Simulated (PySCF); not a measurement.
FH7OSi3, SMILES O[SiH2][Si@H](F)[SiH3]. Heavy atoms are numbered as in [OH:1][SiH2:2][Si@H:3]([F:4])[SiH3:5]. Hydrogens are named by the atom that carries them.

Coordinates come from a PBE0-D3(BJ)/def2-SVP optimisation. The structure was generated by enumeration; whether it is a known compound was not checked. The values are those of a single conformer.

The numbers are results of KT2/pcSseg-1 run with PySCF, not measurements.

GIAO shieldings, no solvent; atoms alike by connectivity are averaged. δ = σ(ref) − σ: ¹⁷O against H2O (σ = 330.4 ppm); ²⁹Si against TMS (σ = 361.9 ppm); ¹⁹F against CFCl3 (σ = 127.1 ppm); ¹H against TMS (σ = 31.47 ppm), references at their B3LYP-D3(BJ)/def2-TZVP geometries, non-relativistic.

Computed chemical shifts:
```
nucleus       atoms  count  δ (ppm)
-------  ----------  -----  -------
¹⁷O         O1 (OH)      1     -6.4
²⁹Si      Si3 (SiH)      1     32.1
²⁹Si     Si2 (SiH2)      1    -18.2
²⁹Si     Si5 (SiH3)      1   -108.0
¹⁹F              F4      1   -302.8
¹H         H on Si3      1     6.62
¹H         H on Si2      2     5.92
¹H         H on Si5      3     3.97
¹H          H on O1      1     0.19
```
